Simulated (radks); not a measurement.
The numbers below are computed, except where a source is named.
Problem. These are the eigenvalues of the occupied orbitals of an atom or ion with whole-number occupations (hartree). Code: a radial shooting solver on a logarithmic mesh with Libxc functionals. Model: scalar-relativistic Kohn-Sham, OLYP, spin-polarised, spherical densities, finite nucleus; Fermi nuclear charge, rms radius of each element as measured or else 0.836 A^(1/3) + 0.57 fm.

orbital  eigenvalue
1s up     -352.4947
1s down   -352.4946
2s up     -45.15193
2s down   -45.09278
2p up     -39.47628
2p down   -39.43290
3s up      -7.22506
3s down    -7.12048
3p up      -5.52257
3p down    -5.41824
3d up      -2.75651
3d down    -2.65158

Which element is it, and in what charge state? The configuration may be excited. Open shells, if any, are filled with parallel spins first.

Solution. Z = 30, zinc, charge +4: Zn4+ in [Ar] 3d8. The list shows which subshells hold electrons but not how many an open one holds; the 1s level, -352.49 hartree, gives Z - s = 26.6 by -(Z - s)^2/2, which with screening and relativity narrows Z to a few neighbours, and the depths of the outer levels then fix element, charge and occupations together.
